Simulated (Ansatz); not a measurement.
Bond stretch in GeGa (cation, charge +1), lowest triplet found (which spin is the ground state isn't settled by this scan).

- UKS-PBE = unrestricted PBE/aug-cc-pVDZ (Ansatz, a first-principles code)
- UKS-B3LYP = unrestricted B3LYP/aug-cc-pVDZ (Ansatz)
- FCI = full CI/aug-cc-pVDZ, cores with 3d frozen run with Ansatz

Energies relative to the lowest point of each curve between 2.53 and 3.50 Å, where full CI is lowest, in kcal/mol; the last columns give the error against full CI:

| R / Å | UKS-PBE | UKS-B3LYP | FCI | UKS-PBE − FCI | UKS-B3LYP − FCI |
|---|---|---|---|---|---|
| 2.53 | 4.8 | 5.7 | 6.8 | -2.0 | -1.1 |
| 2.61 | 2.7 | 3.3 | 4.1 | -1.5 | -0.8 |
| 2.72 | 0.9 | 1.3 | 1.8 | -0.9 | -0.5 |
| 2.90 | 0.0 | 0.0 | 0.1 | -0.1 | -0.1 |
| 3.05 | 0.4 | 0.1 | 0.0 | 0.4 | 0.1 |
| 3.30 | 2.1 | 1.4 | 1.1 | 0.9 | 0.3 |
| 3.50 | 3.8 | 3.0 | 2.5 | 1.3 | 0.4 |
| 3.88 | 7.3 | 6.2 | 5.6 | 1.7 | 0.6 |
| 4.29 | 10.5 | 9.3 | 8.7 | 1.8 | 0.6 |
| 4.76 | 13.3 | 12.1 | 11.5 | 1.8 | 0.7 |
| 5.29 | 15.3 | 14.4 | 13.6 | 1.7 | 0.8 |
| 6.06 | 16.6 | 16.2 | 15.3 | 1.3 | 0.9 |
| 7.03 | 16.7 | 16.7 | 16.3 | 0.4 | 0.5 |
| 8.31 | 15.8 | 16.4 | 16.8 | -0.9 | -0.3 |

UKS-PBE is furthest from FCI at 2.53 (-2.0 kcal/mol, below); its mean absolute error over the points is 1.2 kcal/mol.

UKS-B3LYP is furthest from FCI at 2.53 (-1.1 kcal/mol, below); its mean absolute error over the points is 0.5 kcal/mol.

The scan ran from 1.74 to 8.31 Å; beyond the distances shown full CI changes its symmetry label.
